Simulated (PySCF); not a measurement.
**Unknown compound**

The spectra below were simulated for a compound C3HF5.

$^{1}$H NMR (400 MHz, computed): δ 7.29 (dd, J = 77.5, 4.6 Hz, 1H).

$^{13}$C{$^{1}$H} NMR (computed): δ 152.8 (C, dqd, J = 321.8, 42.8, 24.8 Hz), 152.5 (CH, ddq, J = 352.5, 58.5, 2.2 Hz), 127.4 (C, qdd, J = 341.6, 34.4, 3.9 Hz).

PySCF 2.14.0 with density-fitted response routines calculation with B3LYP/pcJ-1 coupling constants, shielding tensors at B97-2/pcSseg-2 (GIAO) and coordinates at the PBE0-D3(BJ)/def2-SVP level; in vacuum, one computed conformer, rapidly exchanging positions averaged, non-relativistic.

Shifts are taken against calculated references (same method and geometry level): TMS for $^{1}$H (σref 31.36), $^{13}$C (σref 183.46).

**Question.** Deduce the structure.

**Answer.** 
The formula gives 1 degree of unsaturation (no ring in the answer). 3 carbon signals for 3 carbons: no two carbons are equivalent. Carbon types of the structure: 2 × C, 1 × CH, which accounts for all hydrogens. δC 152.8: fully substituted alkene carbon; the olefinic region. δC 152.5: alkene CH; an sp2 carbon of a C=C bond. δC 127.4: CF3 carbon; 3 electronegative neighbours deshield it. δH 7.29: hydrogen on an alkene CH; a vinylic proton, deshielded by the sp2 carbon and the C=C anisotropy.

The compound is `F/C=C(/F)C(F)(F)F`.

The data come from this structure; uniqueness wasn't tested.

Common functionals overestimate the size of one-bond C–F couplings by tens of Hz; these are unscaled. Multiplet labels drop couplings under 1 Hz and merge nearly equal ones. Shifts are as computed. Against solution values, carbons near 30 ppm lie about +4 ppm off and those near 130 ppm about +7 ppm. Of 1211 compounds with measured shifts, 218 miss one by over three times the rms of a fit or turn the order of signals round; such compounds aren't used in these exercises.
